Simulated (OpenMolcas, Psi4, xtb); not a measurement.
# GaBH3ClO (SMILES O[B](Cl)[GaH2]): the electronic atomisation energy, rung by rung

The species is GaBH3ClO (7 atoms), meant as a singlet with charge 0. As SMILES, `O[B](Cl)[GaH2]`. Geometry: relaxed at PBE0-D4/def2-TZVP. This is one conformer, not always the lowest.

Each level gives the electronic atomisation energy (eV). The values are calculated. Electronic energies at fixed atoms, without zero-point motion or spin-orbit coupling.

```tsv
level	kind	program	value (eV)	less CCSD(T)/6-31G*	CPU time (all runs)
GFN0-xTB	semi-empirical	xtb	30.20	+9.45	under 2 s
HF/6-31G* (spherical functions)	Hartree–Fock	OpenMolcas	16.63	-4.12	18 s
SVWN5/6-31G* (spherical functions)	LDA	OpenMolcas	26.57	+5.82	34 s
BLYP/6-31G* (spherical functions)	GGA	OpenMolcas	22.34	+1.59	46 s
PBE/6-31G* (spherical functions)	GGA	OpenMolcas	23.18	+2.43	42 s
M06-L/6-31G* (spherical functions)	meta-GGA	OpenMolcas	22.77	+2.02	50 s
BHLYP/6-31G* (spherical functions)	global hybrid	OpenMolcas	21.79	+1.04	39 s
MP2/6-31G* (spherical functions)	perturbation theory	Psi4	21.36	+0.61	18 s
CCSD(T)/6-31G* (spherical functions)	coupled cluster or CI	OpenMolcas	20.75	0.00	78 s
CCSD/6-31G* (spherical functions)	coupled cluster or CI	Psi4	20.51	-0.24	43 s
```

CCSD(T)/6-31G* (spherical functions) is the highest level here, not the true value. All-electron rows without a relativistic Hamiltonian named are non-relativistic. The values span 16.63 to 30.20 eV. The xTB rows lack spin polarisation, so open shells miss the exchange term that lowers them. In the correlated wave-function rows the outer d shell of Ga is correlated, in sets not made for it. Times are those of the runs behind each value, whatever else they computed, on shared processors of several kinds: orders of magnitude only.
